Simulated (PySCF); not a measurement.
# Atomic charges by several schemes

Compound: C4F7O2 (charge -1).
Z-matrix (Å and degrees, PBE0-D3(BJ)/def2-SVP geometry), rows numbered from 1:
```
O 
C   1  1.2301
O   2  1.2429  1  133.17
C   2  1.5651  1  116.08  3   177.99
F   4  1.3634  2  110.34  1  -105.95
F   4  1.3550  2  113.26  1    13.17
C   4  1.5400  2  114.99  1   133.62
F   7  1.3573  4  107.68  2  -178.80
F   7  1.3468  4  109.04  2   -62.68
C   7  1.5542  4  119.68  2    60.62
F  10  1.3172  7  112.83  4   -88.32
F  10  1.3506  7  107.45  4   154.85
F  10  1.3216  7  112.75  4    37.51
```

Density: PBE0/pcSseg-1 (PySCF); schemes: Mulliken, IAO, Hirshfeld and ESP-fitted. One conformer (not necessarily the lowest) at the PBE0-D3(BJ)/def2-SVP geometry, without solvent, vibrations or thermal averaging. The pcSseg-1 basis has no diffuse functions, a weakness for an anion.

Task: Do the Mulliken, IAO, Hirshfeld and ESP-fitted schemes agree on where the charge is lowest?

Result: All schemes agree: Mulliken O3 (-0.568); IAO O3 (-0.640); Hirshfeld O3 (-0.408); ESP-fitted O3 (-0.691).

Task: Which atoms carry the highest charge in the Mulliken, IAO, Hirshfeld and ESP-fitted schemes?

Result: The schemes don't all agree: Mulliken C10 (+0.826); IAO C10 (+0.790); Hirshfeld C10 (+0.234); ESP-fitted C2 (+0.651).

Task: For which atoms does the sign change between the 4 schemes (beyond +0.03 e in one, beyond −0.03 e in another)?

Result: For none.

Task: What partial charge does each atom carry?

Result: In e:

```csv
atom,environment,Mulliken,IAO,Hirshfeld,ESP-fitted
O1,carboxylate oxygen,-0.531,-0.599,-0.407,-0.675
C2,carboxylate carbon,+0.435,+0.480,+0.080,+0.651
O3,carboxylate oxygen,-0.568,-0.640,-0.408,-0.691
C4,CF2 carbon,+0.433,+0.458,+0.123,+0.345
F5,fluorine of a CF2 group,-0.316,-0.306,-0.126,-0.227
F6,fluorine of a CF2 group,-0.303,-0.297,-0.123,-0.226
C7,CF2 carbon,+0.397,+0.499,+0.133,+0.167
F8,fluorine of a CF2 group,-0.304,-0.293,-0.116,-0.168
F9,fluorine of a CF2 group,-0.286,-0.282,-0.096,-0.160
C10,CF3 carbon,+0.826,+0.790,+0.234,+0.532
F11,fluorine of a CF3 group,-0.239,-0.250,-0.083,-0.158
F12,fluorine of a CF3 group,-0.295,-0.299,-0.126,-0.219
F13,fluorine of a CF3 group,-0.248,-0.259,-0.085,-0.170
```

Mean size of the charges over all atoms: IAO 0.420 e, Mulliken 0.398 e, ESP-fitted 0.338 e, Hirshfeld 0.165 e. Each set sums to the total charge, -1, to within 0.001 e. The ESP scheme fits charges at the nuclei, held to the total charge, to the electrostatic potential on points at 1.4 to 2.0 times the van der Waals radii.

Task: How closely do the schemes follow one another over all atoms?

Result: Correlation coefficient and root-mean-square difference: Mulliken with IAO 1.00, 0.044 e; IAO with ESP-fitted 0.94, 0.150 e; Hirshfeld with ESP-fitted 0.94, 0.226 e; IAO with Hirshfeld 0.94, 0.281 e; Mulliken with ESP-fitted 0.93, 0.151 e; Mulliken with Hirshfeld 0.92, 0.263 e.

Task: How many electrons does the Mulliken scheme count on O3?

Result: Z − q = 8 − (-0.568) = 8.568.

These values come from a run that also computed NMR shieldings. Time: 22 s wall, 55 s CPU (grids of density and orbitals included); peak memory 1.9 GiB. Hardware: 2 threads, Intel Xeon 6975P-C (x86_64), shared host with 192 logical CPUs at a one-minute load of 30.
